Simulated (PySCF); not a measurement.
**How methods differ on the ionisation energy of Te⁺**

Te⁺ [Kr] 4d10 5s2 5p3 (4S) → Te²⁺ [Kr] 4d10 5s2 5p2 (3P), as a difference of total energies. Computed with PySCF 2.14 in x2c-TZVPall (8s6p4d2f, 60 functions), with scalar relativity by spin-free X2C-1e. Correlated levels: valence: [Kr] 4d10 frozen. The calculations carry no spin-orbit coupling.

| method | ionisation energy (eV) |
| --- | --- |
| UHF | 18.361 |
| LDA | 18.947 |
| TPSS | 18.765 |
| MP2 (valence) | 18.753 |
| SCS-MP2 (valence) | 18.634 |

**Question.** How much does correlation contribute at MP2 (valence)?

**Answer.** 18.753 − (18.361) = 0.392 eV, measured against UHF.

The reference lies between the lowest fine-structure levels, while these numbers refer to the centres of the terms.

Errors of the correlated levels include the incompleteness of this basis and the frozen core.

For comparison: 18.6 ± 0.4 eV (measured; NIST Atomic Spectra Database, ionization energies).
